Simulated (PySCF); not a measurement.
C3H7BFN, SMILES C(=C/B(C)N)/F. Atoms are numbered in the order given.

```xyz
13

C     -0.4769    -2.3925     0.0000
B      0.0519    -0.8958     0.0000
N      1.4266    -0.6207     0.0000
C     -1.0010     0.2856     0.0000
C     -0.7418     1.5917     0.0000
F      0.5119     2.0874     0.0000
H     -1.1165    -2.5711     0.8821
H     -1.1165    -2.5711    -0.8821
H      0.3228    -3.1507     0.0000
H      1.7995     0.3199     0.0000
H      2.1254    -1.3528     0.0000
H     -2.0716     0.0499     0.0000
H     -1.4777     2.4043     0.0000
```

Coordinates come from a ωB97X-D3(BJ)/def2-SVP optimisation. The structure was generated by enumeration; whether it is a known compound was not checked. Other conformers were not sampled.

The numbers are results of PBE/pcSseg-1 (PySCF), not measurements.

GIAO shieldings, no solvent; atoms listed in one row are averaged. δ = σ(ref) − σ: ¹³C against TMS (σ = 182.0 ppm); ¹¹B against BF3 (σ = 83.9 ppm); ¹⁵N against NH3 (σ = 267.0 ppm); ¹⁹F against CFCl3 (σ = 133.6 ppm); ¹H against TMS (σ = 31.49 ppm), references at their B3LYP-D3(BJ)/def2-TZVP geometries, non-relativistic.

| nucleus | atoms | count | δ (ppm) |
|---|---|---|---|
| ¹³C | C5 | 1 | 169.3 |
| ¹³C | C4 | 1 | 114.9 |
| ¹³C | C1 | 1 | 9.4 |
| ¹¹B | B2 | 1 | 25.2 |
| ¹⁵N | N3 | 1 | 119.7 |
| ¹⁹F | F6 | 1 | -109.8 |
| ¹H | H13 | 1 | 7.29 |
| ¹H | H10 | 1 | 5.20 |
| ¹H | H12 | 1 | 5.15 |
| ¹H | H11 | 1 | 4.15 |
| ¹H | H7, H8, H9 | 3 | 0.66 |
